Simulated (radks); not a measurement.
Results of a calculation; reference values are marked as such.
Problem. Neutral zirconium: order these configurations by energy. Code: a radial shooting solver on a logarithmic mesh with Libxc functionals. Model: Dirac Kohn-Sham, PBE, spin-unpolarised, spherical densities, finite nucleus; Fermi nuclear charge, rms radius of each element as measured or else 0.836 A^(1/3) + 0.57 fm. Sub-shells are occupied by j as written (lower j first in brackets). [Kr] 4d(3/2: 1, 5/2: 0) 5s2 5p(1/2: 1, 3/2: 0); [Kr] 4d(3/2: 2, 5/2: 0) 5s1 5p(1/2: 1, 3/2: 0); [Kr] 4d(3/2: 2, 5/2: 0) 5s2; [Kr] 4d(3/2: 3, 5/2: 0) 5s1.

Solution. From the lowest, in eV above it: [Kr] 4d(3/2: 2, 5/2: 0) 5s2 0.000; [Kr] 4d(3/2: 3, 5/2: 0) 5s1 1.150; [Kr] 4d(3/2: 2, 5/2: 0) 5s1 5p(1/2: 1, 3/2: 0) 2.960; [Kr] 4d(3/2: 1, 5/2: 0) 5s2 5p(1/2: 1, 3/2: 0) 2.972.
